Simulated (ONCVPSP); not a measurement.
**An all-electron radial function and its pseudo partner (W (Z = 74))**

Columns: radius, all-electron u(r) and pseudo u(r) of the 5p shell (level -71.83 eV) of tungsten in the configuration [Kr] 4d10 4f14 5s2 5p6 5d3; PBE, scalar-relativistic, ONCV scheme, ONCVPSP 4.0.1.

```json
{"r (bohr)": "0.130", "all-electron": "0.3428", "pseudo": "0.0247"}
{"r (bohr)": "0.260", "all-electron": "-0.1899", "pseudo": "0.1008"}
{"r (bohr)": "0.390", "all-electron": "-0.5410", "pseudo": "0.2303"}
{"r (bohr)": "0.520", "all-electron": "-0.2035", "pseudo": "0.4061"}
{"r (bohr)": "0.650", "all-electron": "0.3089", "pseudo": "0.6059"}
{"r (bohr)": "0.780", "all-electron": "0.7142", "pseudo": "0.7953"}
{"r (bohr)": "0.910", "all-electron": "0.9511", "pseudo": "0.9391"}
{"r (bohr)": "1.040", "all-electron": "1.0434", "pseudo": "1.0139"}
{"r (bohr)": "1.170", "all-electron": "1.0352", "pseudo": "1.0161"}
{"r (bohr)": "1.300", "all-electron": "0.9660", "pseudo": "0.9589"}
{"r (bohr)": "1.430", "all-electron": "0.8655", "pseudo": "0.8642"}
{"r (bohr)": "1.560", "all-electron": "0.7537", "pseudo": "0.7536"}
{"r (bohr)": "1.690", "all-electron": "0.6426", "pseudo": "0.6426"}
{"r (bohr)": "1.820", "all-electron": "0.5393", "pseudo": "0.5393"}
{"r (bohr)": "1.950", "all-electron": "0.4469", "pseudo": "0.4469"}
{"r (bohr)": "2.080", "all-electron": "0.3667", "pseudo": "0.3667"}
{"r (bohr)": "2.210", "all-electron": "0.2984", "pseudo": "0.2984"}
{"r (bohr)": "2.340", "all-electron": "0.2412", "pseudo": "0.2412"}
{"r (bohr)": "2.470", "all-electron": "0.1938", "pseudo": "0.1938"}
{"r (bohr)": "2.600", "all-electron": "0.1550", "pseudo": "0.1550"}
{"r (bohr)": "2.730", "all-electron": "0.1234", "pseudo": "0.1234"}
{"r (bohr)": "2.860", "all-electron": "0.0979", "pseudo": "0.0979"}
{"r (bohr)": "2.990", "all-electron": "0.0774", "pseudo": "0.0774"}
{"r (bohr)": "3.120", "all-electron": "0.0610", "pseudo": "0.0610"}
{"r (bohr)": "3.250", "all-electron": "0.0480", "pseudo": "0.0480"}
{"r (bohr)": "3.380", "all-electron": "0.0376", "pseudo": "0.0376"}
```

Problem. How many radial nodes do the two functions have?

Solution. The all-electron 5p function has n − l − 1 = 3 (the table is too coarse to show those close to the nucleus); the pseudo-wave has 0, since the states of the same l below it are removed with the core.

Problem. At about which radius was the pseudo-wave matched?

Solution. 1.65 bohr, where the columns begin to agree (steps of 0.13 bohr).

Problem. Where does each function peak?

Solution. Outermost all-electron maximum near 1.04 bohr, pseudo maximum near 1.17 bohr (to the table’s step).

Problem. Is the pseudo-wave norm-conserving?

Solution. Yes: the ONCV scheme keeps the norm inside the radius equal to the all-electron one, which fixes the energy derivative of the logarithmic derivative at the level.
